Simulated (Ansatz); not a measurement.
`[Cl][In]([Cl])[SeH]` + HCl → `[Cl][In]([Cl])[Cl]` + H₂Se at 500 K and 1 bar (ligand exchange at the In–Se bond).

Program: Ansatz. Geometries: PBE0-D4/def2-TZVP. ΔE: electronic, gas phase. CCSD(T)/CBS adds triple-zeta CCSD(T) − MP2 to the extrapolated MP2 energy (def2 sets, frozen cores). This one scheme is used for every species. def2 core potentials past Kr. For In, Se outer-core shells are correlated without core-valence functions, which leaves a few kJ/mol of doubt a bond. Scalar relativity is left out up to krypton. Each species was taken in one conformer, which may not be the lowest.

| species | CCSD(T)/CBS energy (Eh) | H − E (kJ/mol) | S (J/(mol·K)) |
| --- | --- | --- | --- |
| `[Cl][In]([Cl])[SeH]` | -3510.81908 | 66.7 | 427.7 |
| HCl | -460.38127 | 32.5 | 201.9 |
| `[Cl][In]([Cl])[Cl]` | -1569.29867 | 42.9 | 381.8 |
| H₂Se | -2401.89790 | 53.1 | 237.8 |

H − E and S are ideal-gas, rigid-rotor, harmonic terms from PBE0-D4/def2-TZVP, for one conformer and one mirror image of each species. 1 Eh = 2625.50 kJ/mol, R = 8.31446 J/(mol·K).

By hand: ΔE, ΔH, ΔS and ΔG.

ΔE = (-1569.29867) + (-2401.89790) − (-3510.81908) − (-460.38127) = 0.00378 Eh = 9.9 kJ/mol. Δ(H − E) = 42.9 + 53.1 − 66.7 − 32.5 = -3.2, so ΔH = 6.7 kJ/mol. ΔS = 381.8 + 237.8 − 427.7 − 201.9 = -10.0 J/(mol·K). ΔG = 6.7 − 500 × (-10.0)/1000 = 11.7 kJ/mol.

By hand: the equilibrium constant, and the temperature at which ΔG would vanish if ΔH and ΔS stayed fixed.

log₁₀ K = −ΔG/(RT ln 10) = -1.2. ΔH and −TΔS have one sign here, so there is no such temperature.

TΔS isn't small against ΔH here. A doubt of 5 kJ/mol in ΔE shifts log₁₀ K by 0.5 here. Other conformers and mirror images would add mixing entropy, several J/(mol·K) or more a flexible species. These are equilibria of isolated gas molecules and say nothing of rates. Largest T1 diagnostic: 0.012 (customary marks: 0.02 for closed shells, 0.045 for open ones).

ΔS is within the doubt of such terms, so its sign, and with it that verdict, could turn.
